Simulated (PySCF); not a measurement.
## Bonds of Al to H, F, Cl, Br, O

PBE0 in PySCF with def2-TZVPPD on every atom, for the lowest determinant that a PBE0 search found; no spin–orbit coupling. D0 is De less the harmonic zero-point energy.

```json
{"X": "H", "state of AlX": "singlet (closed shell)", "D0(AlX) (eV)": "2.89", "D0(X₂) (eV)": "4.26"}
{"X": "F", "state of AlX": "singlet (closed shell)", "D0(AlX) (eV)": "6.72", "D0(X₂) (eV)": "1.44"}
{"X": "Cl", "state of AlX": "singlet (closed shell)", "D0(AlX) (eV)": "5.13", "D0(X₂) (eV)": "2.55"}
{"X": "Br", "state of AlX": "singlet (closed shell)", "D0(AlX) (eV)": "4.59", "D0(X₂) (eV)": "2.25"}
{"X": "O", "state of AlX": "doublet (σ ↑)", "D0(AlX) (eV)": "5.00", "D0(X₂) (eV)": "5.28"}
```

Give the energy of Al + X₂ → AlX + X at 0 K for each X.

H: 4.26 − 2.89 = +1.37 eV; F: 1.44 − 6.72 = -5.28 eV; Cl: 2.55 − 5.13 = -2.58 eV; Br: 2.25 − 4.59 = -2.34 eV; O: 5.28 − 5.00 = +0.28 eV (PBE0/def2-TZVPPD; negative means exothermic).

Does an atom of Cl displace Br from AlBr?

AlBr + Cl → AlCl + Br has ΔE = 4.59 − 5.13 = -0.54 eV at PBE0/def2-TZVPPD, so it is downhill.

Gas-phase diatomics only hint at surface chemistry, where an atom holds several bonds.

States were picked by a PBE0 search and need not be the measured ground states.
